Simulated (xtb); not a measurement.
xtb job for Ga(Me)(SeH)2 (CH5GaSe2), SMILES [Ga]([SeH])([CH3])[SeH], GFN2-xTB. 

```
$ xtb mol.xyz --gfn 2 --sp --chrg 0 --uhf 0 --json
$ cat mol.xyz
9

Ga     0.60902407    -0.00603068    -0.00000000
C      2.65186473     0.09957173     0.00000000
H      3.01093576     0.63194741     0.88639433
H      3.01093576     0.63194742    -0.88639433
H      3.07452061    -0.90749444    -0.00000000
Se    -0.68271710     1.98941274     0.00000000
H      0.51720214     2.78462804     0.00000000
Se    -0.56925960    -2.05382437    -0.00000000
H     -1.83732103    -1.36151221     0.00000000
```

Log of the run:

```
[banner left out]
          |                Calculation Setup                |
           -------------------------------------------------



           -------------------------------------------------
          |                 G F N 2 - x T B                 |
           -------------------------------------------------

        Reference                      10.1021/acs.jctc.8b01176
      * Hamiltonian:
        H0-scaling (s, p, d)           1.850000    2.230000    2.230000
        zeta-weighting                 0.500000
      * Dispersion:
        s8                             2.700000
        a1                             0.520000
        a2                             5.000000
        s9                             5.000000
      * Repulsion:
        kExp                           1.500000    1.000000
        rExp                           1.000000
      * Coulomb:
        alpha                          2.000000
        third order                    shell-resolved
        anisotropic                    true
        a3                             3.000000
        a5                             4.000000
        cn-shift                       1.200000
        cn-exp                         4.000000
        max-rad                        5.000000


          ...................................................
          :                      SETUP                      :
          :.................................................:
          :  # basis functions                  39          :
          :  # atomic orbitals                  36          :
          :  # shells                           16          :
          :  # electrons                        24          :
          :  max. iterations                   250          :
          :  Hamiltonian                  GFN2-xTB          :
          :  restarted?                      false          :
          :  GBSA solvation                  false          :
          :  PC potential                    false          :
          :  electronic temp.          300.0000000     K    :
          :  accuracy                    1.0000000          :
          :  -> integral cutoff          0.2500000E+02      :
          :  -> integral neglect         0.1000000E-07      :
          :  -> SCF convergence          0.1000000E-05 Eh   :
          :  -> wf. convergence          0.1000000E-03 e    :
          :  Broyden damping             0.4000000          :
          :  net charge                          0          :
          :  unpaired electrons                  0          :
          ...................................................

 iter      E             dE          RMSdq      gap      omega  full diag
   1    -12.3219979 -0.123220E+02  0.137E+01    3.75       0.0  T
   2    -12.3484932 -0.264953E-01  0.902E+00    3.21       1.0  T
   3    -12.3497917 -0.129858E-02  0.554E+00    3.47       1.0  T
   4    -12.3562036 -0.641187E-02  0.118E+00    3.24       1.0  T
   5    -12.3570232 -0.819616E-03  0.398E-01    3.31       1.0  T
   6    -12.3570221  0.115751E-05  0.149E-01    3.30       1.0  T
   7    -12.3570193  0.278663E-05  0.839E-02    3.31       1.0  T
   8    -12.3570328 -0.135328E-04  0.337E-02    3.31       1.0  T
   9    -12.3570330 -0.179843E-06  0.110E-02    3.31       3.0  T
  10    -12.3570331 -0.100036E-06  0.139E-03    3.31      24.0  T
  11    -12.3570331 -0.101181E-08  0.562E-04    3.31      59.3  T
  12    -12.3570331 -0.108800E-09  0.234E-04    3.31     142.2  T

   *** convergence criteria satisfied after 12 iterations ***

         #    Occupation            Energy/Eh            Energy/eV
      -------------------------------------------------------------
         1        2.0000           -0.7541129             -20.5205
       ...           ...                  ...                  ...
         6        2.0000           -0.4973141             -13.5326
         7        2.0000           -0.4887539             -13.2997
         8        2.0000           -0.4806672             -13.0796
         9        2.0000           -0.4137930             -11.2599
        10        2.0000           -0.4093277             -11.1384
        11        2.0000           -0.3994882             -10.8706
        12        2.0000           -0.3967395             -10.7958 (HOMO)
        13                         -0.2751247              -7.4865 (LUMO)
        14                         -0.1955327              -5.3207
        15                         -0.1859096              -5.0589
        16                         -0.1769773              -4.8158
        17                         -0.0742586              -2.0207
       ...                                ...                  ...
        36                          2.2554341              61.3735
      -------------------------------------------------------------
                  HL-Gap            0.1216148 Eh            3.3093 eV
             Fermi-level           -0.3359321 Eh           -9.1412 eV

 SCC (total)                   0 d,  0 h,  0 min,  0.021 sec
 SCC setup                      ...        0 min,  0.000 sec (  0.746%)
 Dispersion                     ...        0 min,  0.000 sec (  0.286%)
 classical contributions        ...        0 min,  0.000 sec (  0.355%)
 integral evaluation            ...        0 min,  0.004 sec ( 18.611%)
 iterations                     ...        0 min,  0.011 sec ( 51.406%)
 molecular gradient             ...        0 min,  0.006 sec ( 27.488%)
 printout                       ...        0 min,  0.000 sec (  0.972%)

         :::::::::::::::::::::::::::::::::::::::::::::::::::::
         ::                     SUMMARY                     ::
         :::::::::::::::::::::::::::::::::::::::::::::::::::::
         :: total energy             -12.284672229759 Eh    ::
         :: gradient norm              0.000230271882 Eh/a0 ::
         :: HOMO-LUMO gap              3.309306617037 eV    ::
         ::.................................................::
         :: SCC energy               -12.357019708586 Eh    ::
         :: -> isotropic ES            0.013961598009 Eh    ::
         :: -> anisotropic ES         -0.000206928372 Eh    ::
         :: -> anisotropic XC          0.002981705913 Eh    ::
         :: -> dispersion             -0.006115553358 Eh    ::
         :: repulsion energy           0.072347478828 Eh    ::
         :: add. restraining           0.000000000000 Eh    ::
         :: total charge              -0.000000000000 e     ::
         :::::::::::::::::::::::::::::::::::::::::::::::::::::

           -------------------------------------------------
          |                Property Printout                |
           -------------------------------------------------

    * Orbital Energies and Occupations

         #    Occupation            Energy/Eh            Energy/eV
      -------------------------------------------------------------
         1        2.0000           -0.7541129             -20.5205
         2        2.0000           -0.7523548             -20.4726
         3        2.0000           -0.6087362             -16.5646
         4        2.0000           -0.5439325             -14.8012
         5        2.0000           -0.4979077             -13.5488
         6        2.0000           -0.4973141             -13.5326
         7        2.0000           -0.4887539             -13.2997
         8        2.0000           -0.4806672             -13.0796
         9        2.0000           -0.4137930             -11.2599
        10        2.0000           -0.4093277             -11.1384
        11        2.0000           -0.3994882             -10.8706
        12        2.0000           -0.3967395             -10.7958 (HOMO)
        13                         -0.2751247              -7.4865 (LUMO)
        14                         -0.1955327              -5.3207
        15                         -0.1859096              -5.0589
        16                         -0.1769773              -4.8158
        17                         -0.0742586              -2.0207
        18                         -0.0669247              -1.8211
        19                         -0.0377519              -1.0273
        20                         -0.0331185              -0.9012
        21                         -0.0074038              -0.2015
        22                          0.0019038               0.0518
        23                          0.0466405               1.2692
       ...                                ...                  ...
        36                          2.2554341              61.3735
      -------------------------------------------------------------
                  HL-Gap            0.1216148 Eh            3.3093 eV
             Fermi-level           -0.3359321 Eh           -9.1412 eV

     #   Z          covCN         q      C6AA      α(0)
     1  31 Ga       2.573     0.072   216.937    33.030
     2   6 C        3.623    -0.150    23.912     7.048
     3   1 H        0.924     0.069     2.102     2.267
     4   1 H        0.924     0.069     2.102     2.267
     5   1 H        0.924     0.071     2.071     2.251
     6  34 Se       1.785    -0.253   244.265    27.235
     7   1 H        0.925     0.169     1.270     1.763
     8  34 Se       1.787    -0.223   243.217    27.176
     9   1 H        0.925     0.176     1.226     1.732

 Mol. C6AA /au·bohr⁶  :       3250.370723
 Mol. C8AA /au·bohr⁸  :     216672.493609
 Mol. α(0) /au        :        104.767903


Wiberg/Mayer (AO) data.
largest (>0.10) Wiberg bond orders for each atom

 ---------------------------------------------------------------------------
     #   Z sym  total        # sym  WBO       # sym  WBO       # sym  WBO
 ---------------------------------------------------------------------------
     1  31 Ga   3.309 --     8 Se   1.080     6 Se   1.038     2 C    0.876
     2   6 C    3.974 --     5 H    0.933     3 H    0.926     4 H    0.926
                             1 Ga   0.876     6 Se   0.158     8 Se   0.154
     3   1 H    0.995 --     2 C    0.926
     4   1 H    0.995 --     2 C    0.926
     5   1 H    0.995 --     2 C    0.933
     6  34 Se   2.235 --     1 Ga   1.038     7 H    0.909     2 C    0.158
                             8 Se   0.125
     7   1 H    0.971 --     6 Se   0.909
     8  34 Se   2.263 --     1 Ga   1.080     9 H    0.898     2 C    0.154
                             6 Se   0.125
     9   1 H    0.968 --     8 Se   0.898
 ---------------------------------------------------------------------------

Topologies differ in total number of bonds
Writing topology from bond orders to xtbtopo.mol

molecular dipole:
                 x           y           z       tot (Debye)
 q only:        0.641       0.361       0.000
   full:        1.237       0.336       0.000       3.259
molecular quadrupole (traceless):
                xx          xy          yy          xz          yz          zz
 q only:        4.920       4.230      -3.255       0.000      -0.000      -1.665
  q+dip:        8.336       4.020      -8.734       0.000      -0.000       0.398
   full:        7.317       3.944      -9.302       0.000      -0.000       1.985


           -------------------------------------------------
          | TOTAL ENERGY              -12.284672229759 Eh   |
          | GRADIENT NORM               0.000230271882 Eh/α |
          | HOMO-LUMO GAP               3.309306617037 eV   |
           -------------------------------------------------

------------------------------------------------------------------------
------------------------------------------------------------------------
 total:
Note: The following floating-point exceptions are signalling: IEEE_UNDERFLOW_FLAG IEEE_DENORMAL
normal termination of xtb
 SCF:
```

The run converged.
